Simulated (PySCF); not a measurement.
Harmonic spectrum computed at PBE0 in the def2-TZVP basis family (core potentials from Rb on, PySCF, no spin–orbit coupling):

| symmetry | ω (cm⁻¹) | IR (km/mol) |
| --- | --- | --- |
| a1 | 699 | 15.1 |
| b2 | 2371 | 18.9 |
| a1 | 2391 | 64.3 |

Problem. Which molecule gave it? In each, all ligands are bound to the one heavy central atom.
A. CeH₂⁺ (doublet)
B. IrH₂⁺ (triplet)
C. PrH₂⁺ (triplet)
D. AuH₂⁺ (triplet)

Solution. B. It has C2v symmetry with Ir–H 1.543 Å (×2).
